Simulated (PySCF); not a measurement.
## Stationary points of SbSI

Level of theory: PySCF, PBE0, basis Sb def2-TZVP with ECP28, S def2-TZVP, I def2-TZVP with ECP28 (scalar-relativistic core potentials, no spin–orbit coupling, density fitting).

Relaxations began from a few typed shapes. The search is not exhaustive: other isomers or separated fragments can lie lower, and high-lying points may rest on an excited occupation.

(1) Which is the lowest minimum found?
A. singlet Cs: Sb–I 2.739 Å, Sb–S 2.200 Å; I–Sb–S 106.9°
B. singlet Cs: Sb–I 2.739 Å, Sb–S 2.200 Å; I–Sb–S 106.9°
C. singlet C∞v: Sb–I 3.008 Å, Sb–S 2.217 Å; I–Sb–S 180.0°

Results:

(1) A. The others lie at 0.2 (singlet Cs), 147.1 (singlet C∞v, a saddle point) kJ/mol above it.

Counting electrons, antimony keeps 2 of its valence electrons outside its bonds, so the VSEPR class is AX2E1 and the expected shape is bent; with unlike ligands the computed point group is Cs.
